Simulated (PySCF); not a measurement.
# Exercise with solution: oscillator strength and radiative lifetime

Zn(Cl)(SeH) (ClHSeZn), SMILES [Cl][Zn][SeH].

Geometry: PBE0-D3(BJ)/def2-SVP. Other conformers were not sampled.

PySCF with TDA-ωB97X/def2-SVPD puts the first singlet state with f over 0.02 at 4.93 eV (vertical), with the transition dipole (0.000, 0.000, 0.516) in atomic units.

**Question.** Find the oscillator strength, the wavelength and the radiative lifetime that this transition would have in vacuum if emission retraced absorption.

**Answer.** 
|μ|² = 0.2663 au, so |μ| = 1.31 D. ΔE = 4.93/27.211 = 0.1812 hartree. f = (2/3) ΔE |μ|² = 0.032 (the program prints 0.032).
λ = 1239.84/4.93 = 251 nm; ν = 39763 cm⁻¹.
Einstein's coefficient A = 0.6670 ν² f s⁻¹ (ν in cm⁻¹) = 3.4e7 s⁻¹, so τ = 1/A = 29 ns. This state is S1. The figure is the radiative limit of this one transition; relaxation, internal conversion, crossing to triplets and a medium change what is measured.
